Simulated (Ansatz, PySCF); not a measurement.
This PySCF input computes a BLYP/def2-TZVPD energy:

```python
from pyscf import gto, scf, dft

mol = gto.M(
    atom='''
    B    -0.03729675   -0.22940112    0.44153024
    N    -1.22009342    0.20408052   -0.19621032
    N     1.24644259   -0.04201465   -0.11571920
    H    -0.12665080   -0.77899114    1.49933070
    H    -1.24762823    0.67438679   -1.08509973
    H    -2.12639170    0.06443911    0.21115703
    H     1.42358494    0.40787024   -0.99792933
    H     2.07912532   -0.35516046    0.34839677
    ''',
    basis='def2-tzvpd',
    charge=0,
    spin=0,
    verbose=4,
)

mf = dft.RKS(mol, xc='blyp').density_fit(auxbasis='def2-universal-jkfit')
mf.grids.level = 3
mf.conv_tol = 1e-9
mf.max_cycle = 100
mf.max_memory = 1500
mf.kernel()
if not mf.converged:
    mf = mf.newton()
    mf.kernel(mf.make_rdm1())
mf.analyze()
```

### Question
Write an input for the same energy in Ansatz (an electronic-structure program) and say what it gives.

### Answer

Ansatz 0.2 input:
```yaml
crystal:
  periodic: [false, false, false]
  atoms:
    - {symbol: B, position_ang: [-0.03729675, -0.22940112, 0.44153024]}
    - {symbol: N, position_ang: [-1.22009342, 0.20408052, -0.19621032]}
    - {symbol: N, position_ang: [1.24644259, -0.04201465, -0.11571920]}
    - {symbol: H, position_ang: [-0.12665080, -0.77899114, 1.49933070]}
    - {symbol: H, position_ang: [-1.24762823, 0.67438679, -1.08509973]}
    - {symbol: H, position_ang: [-2.12639170, 0.06443911, 0.21115703]}
    - {symbol: H, position_ang: [1.42358494, 0.40787024, -0.99792933]}
    - {symbol: H, position_ang: [2.07912532, -0.35516046, 0.34839677]}
basis:
  gaussian:
    orbitals: def2-TZVPD
hamiltonian:
  xc: {name: BLYP}
output: {forces: true}
```
It gives -137.45010 Eh, and PySCF -137.45019 Eh, a difference of 0.09 mEh, from the treatment of integrals and grids.
